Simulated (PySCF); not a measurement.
## Electron correlation in Ne⁺ (neon, charge +1)

[He] 2s2 2p5, 2P determinant. All numbers are calculated (PySCF 2.14, no relativity, point nucleus, in cc-pVDZ). Frozen: 1s2; 7 electrons correlated.

MP2 pair energies summed by pair of shells (mhartree):

```
 pair  energy  share (%)
2p-2p  -86.53       64.6
2s-2p  -40.05       29.9
2s-2s   -7.28        5.4
```

Total MP2 correlation energy: -133.86 mhartree.

Same-spin part -33.62 and opposite-spin part -100.24 mhartree; SCS-MP2 scales them by 1/3 and 6/5 to -131.50 mhartree.

```csv
level,correlation energy (mhartree)
CCSD,-144.14
(T),-1.02
CCSD(T),-145.16
```

Diagnostics: T1 = 0.0031, D1 = 0.0050, largest double amplitude 0.038.

Q: Is a single reference adequate?

A: Yes: T1 lies below 0.03 and no double amplitude reaches 0.07.
